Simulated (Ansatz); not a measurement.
Job for Ansatz (a program for electronic structure): R-B3LYP/def2-TZVPP on F2HOSb (SMILES [OH][Sb]([F])[F]), a point of a torsion scan. Elements past Kr take the def2 small-core potentials; no spin–orbit coupling.

Ansatz 0.2 input:
```yaml
crystal:
  periodic: [false, false, false]
  atoms:
    - {symbol: O, position_ang: [1.15831804, -0.54410755, 0.11017943]}
    - {symbol: Sb, position_ang: [-0.69755318, -0.35667239, 0.39981264]}
    - {symbol: F, position_ang: [-0.67967568, 1.36332684, -0.58727830]}
    - {symbol: F, position_ang: [-0.37313408, 0.75154057, 2.01359613]}
    - {symbol: H, position_ang: [1.57537974, 0.32098010, 0.05697168]}
basis:
  gaussian:
    orbitals: def2-TZVPP
hamiltonian:
  xc: {name: B3LYP}
scf: {lower_state_search: off}
```

Output:

```
WARN ansatz: RAYON_NUM_THREADS=1 ignored (pool sized by the plan → 1); use --threads N
Functional definition: B3LYP
these checks for a lower state are left out or cut short: stability, starts, cluster_reference, orbital_swaps, neighbouring_geometries, increment
integrals: 0.06 GiB planned
958 factors; their error is unknown
mean field: 0.60 GiB planned
mean field evaluation 1: about -14032.3421 eV, gradient 8.1e1 eV
mean field evaluation 2: about -13983.0304 eV, gradient 1.8e2 eV
mean field evaluation 4: about -14042.1855 eV, gradient 1.7e1 eV
mean field evaluation 8: about -14042.7886 eV, gradient 4.6e-1 eV
mean field evaluation 16: about -14042.7888 eV, gradient 5.2e-5 eV
mean field -14042.78877459 eV, -516.0629689220 hartree, gradient 2.3e-6 eV, S^2 0.000000; 0 other end points of the search recorded, 0 dependent functions left out
reference -14042.78897409 eV, -516.0629762535 hartree; 25, 25 occupied and 132, 132 virtual orbitals, 958 factors
Total energy: -14042.78897409 eV, -516.0629762535 hartree
Checks for a lower state left out: stability, starts, cluster_reference, orbital_swaps, neighbouring_geometries, increment
```

Self-consistency was reached.

Cost: around 2.0 core-seconds (rough).
